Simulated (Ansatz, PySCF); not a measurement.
H2O3Ti, SMILES [O]=[Ti]([OH])[OH], multiplicity 1. Atoms are numbered in the order given.

```xyz
6

Ti    -0.1696     0.1408     0.0000
O      0.3487     1.6478    -0.0001
O     -0.1710    -0.7352    -1.5870
H      0.0875    -0.4374    -2.4638
O     -0.1706    -0.7350     1.5871
H      0.0882    -0.4372     2.4638
```
Charge 0, spin multiplicity 1.

Coordinates come from a PBE0-D3(BJ)/def2-SVP optimisation. The spin state was assumed, not searched. One conformer was computed; it need not be the lowest.

Two levels are set side by side: PBE-D3(BJ)/def2-SVP (Ansatz, a program for electronic structure) and PBE0-D3(BJ)/def2-SVP (PySCF). Each level has its own optimised geometry; the coordinates shown are those of the second. Frequencies come from the Hessian of PySCF at each geometry. Differences are taken from unrounded values.

```json
[
 {"quantity": "mean bond length (Å)", "PBE0-D3(BJ)": "1.428"},
 {"quantity": "bond Ti1–O2 (Å)", "PBE0-D3(BJ)": "1.594"},
 {"quantity": "bond Ti1–O3 (Å)", "PBE0-D3(BJ)": "1.813"},
 {"quantity": "bond Ti1–O5 (Å)", "PBE0-D3(BJ)": "1.813"},
 {"quantity": "bond O3–H4 (Å)", "PBE0-D3(BJ)": "0.961"},
 {"quantity": "bond O5–H6 (Å)", "PBE0-D3(BJ)": "0.961"},
 {"quantity": "highest harmonic wavenumber (cm⁻¹)", "PBE0-D3(BJ)": "3942"},
 {"quantity": "mean harmonic wavenumber (cm⁻¹)", "PBE0-D3(BJ)": "1092"},
 {"quantity": "zero-point energy (kcal/mol)", "PBE0-D3(BJ)": "18.73"}
]
```

Question: What does PBE-D3(BJ) give, and how far is it from PBE0-D3(BJ)? (The exact figures need the calculation; the answer reports its results.)

Answer: 
| quantity | PBE-D3(BJ) | PBE-D3(BJ) minus PBE0-D3(BJ) |
|---|---|---|
| mean bond length (Å) | 1.444 | 0.016 |
| bond Ti1–O2 (Å) | 1.617 | 0.023 |
| bond Ti1–O3 (Å) | 1.829 | 0.017 |
| bond Ti1–O5 (Å) | 1.829 | 0.017 |
| bond O3–H4 (Å) | 0.973 | 0.012 |
| bond O5–H6 (Å) | 0.973 | 0.012 |
| highest harmonic wavenumber (cm⁻¹) | 3764 | -178 |
| mean harmonic wavenumber (cm⁻¹) | 1052 | -39 |
| zero-point energy (kcal/mol) | 18.05 | -0.68 |

GGA bonds tend to be longer and softer than those of functionals with exact exchange. Differences between two approximate levels are no errors against the true value.
